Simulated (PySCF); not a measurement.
1-chlorocyclopenta-1,3-diene (C5H5Cl), SMILES ClC1CC=CC=1. Atoms are numbered in the order given.

```xyz
11

Cl    -0.0009     2.0048     0.0000
C     -0.0695     0.2865     0.0000
C     -1.1728    -0.4860     0.0000
C     -0.7373    -1.8945     0.0000
C      0.6102    -1.9545     0.0000
C      1.1729    -0.5583     0.0000
H     -2.2047    -0.1327     0.0000
H     -1.4201    -2.7470     0.0000
H      1.2227    -2.8578     0.0000
H      1.7977    -0.3520     0.8869
H      1.7977    -0.3520    -0.8869
```
Charge 0, spin multiplicity 1.

The structure is a stationary point at ωB97X-D3(BJ)/def2-SVP. One conformer was computed; it need not be the lowest.

Calculation: ωB97X/def2-TZVP in PySCF.

Isolated molecule, no solvent.

total energy: -653.72907 hartree
point group: Cs
highest occupied level: -8.60 eV
lowest empty level: 1.26 eV
orbital gap: 9.86 eV
dipole moment: 1.45 D
quadrupole, principal values (traceless, Buckingham form, about the centre of nuclear charge): -4.29, -1.00, 5.29 D·Å
mean static polarisability: 66.6 bohr³ (9.87 Å³)
polarisability, principal values: 43.1, 70.3, 86.4 bohr³
